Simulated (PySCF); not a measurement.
Atom-mapped SMILES (the numbers label the heavy atoms): `[CH3:1][O:2][C:3](=[O:4])[C@@:5]1([C:6]#[N:7])[O:8][C@H:9]1[F:10]` (H(Xn): hydrogen on atom n).

[PySCF: PBE0/pcSseg-1 with gauge-including orbitals; geometry from GFN2-xTB; non-relativistic; isolated molecule; single conformer; equivalent nuclei averaged]

**Question.** Predict the 2D correlation tables (HSQC, COSY, HMBC).

**Answer.** 

HSQC (one-bond C–H):
```csv
δH,δC
5.57 (H(C9)),93.1 (C9)
4.08 (H(C1)),55.4 (C1)
```

HMBC (two and three bonds, from the bond graph):
```csv
δH,δC
5.57 (H(C9)),"169.4 (C3), 118.1 (C6), 46.9 (C5)"
4.08 (H(C1)),169.4 (C3)
```

No COSY cross peaks are expected.

Chemical shifts δ = σref − σ; ¹H, ¹³C vs TMS, all at this level.

Shifts are as computed. Against solution values, carbons near 30 ppm lie about +3 ppm off and those near 130 ppm about +5 ppm. Of 1211 compounds with measured shifts, 218 miss one by over three times the rms of a fit or turn the order of signals round; such compounds aren't used in these exercises.
